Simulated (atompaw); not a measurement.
## Varying the PAW (atompaw) potential for thallium

Base potential:

atompaw 4.2.0.5 input, output lines left out:

```
Tl 81
GGA-PBESOL scalarrelativistic loggrid 2001 logderivrange -3 5 201
6 6 5 4 0 0
6 1 1
0 0 0
c
c
c
c
c
v
c
c
c
c
v
c
c
v
c
3
3.00 2.45 2.20 1.85
y
1.85
n
y
0.35
n
y
0.1
n
y
0.4
y
2.6
n
custom rrkj gramschmidtortho sinc
4 0 troulliermartins
3.00
1.95
3.00
3.00
3.00
3.00
3.00
3.00
```

Cutoffs, loose and tight: the cutoffs (Ry, on a coarse ladder) from which the occupation-weighted sum of valence levels, in a spherical-Bessel basis at the reference potential, stays within 10 and 1 mRy of its value at 400 Ry. They see the waves, projectors and local potential, not the compensation charge or the core. A dash means not determined.

A true bound ghost makes a file unfit for plane-wave use even where its test errors are small: the radial tests pick states by their node count and pass the ghost by.

```csv
change,outcome,"cutoff, loose","cutoff, tight",bound ghosts
base,generated,12 Ry,18 Ry,s
wave 6s channel at 1.85 Ry: rc 1.95 bohr becomes 6s channel at 1.85 Ry: rc 2.60 bohr,generated,12 Ry,18 Ry,s
"all radii scaled by about 1.15 (s 3.44, p 3.44, d 3.44, f 3.44 bohr); local potential troulliermartins scheme with l = 4 at 0 Ry, radius 2.52 bohr; augmentation sinc compensation charge, radius 2.80 bohr; PAW radius 3.44 bohr; waves and projectors: custom rrkj gramschmidtortho; core correction smooth core density matched at 2.12 bohr",generated,8 Ry,12 Ry,f
wave 5d channel at 0.1 Ry: rc 3.00 bohr becomes 5d channel at -0.15 Ry: rc 3.00 bohr,generated,12 Ry,18 Ry,s
functional PBE; removed wave 5f channel at 2.6 Ry: rc 3.00 bohr,generated,12 Ry,18 Ry,s
wave 5f channel at 0.4 Ry: rc 3.00 bohr becomes 5f channel at 0.4 Ry: rc 2.28 bohr,generated,12 Ry,18 Ry,s
"local potential bessel scheme, radius 2.20 bohr",generated,12 Ry,18 Ry,none
"augmentation sinc compensation charge, radius 2.45 bohr; PAW radius 3.00 bohr; waves and projectors: custom polynom2 7 10 vanderbiltortho",generated,21 Ry,50 Ry,s
```
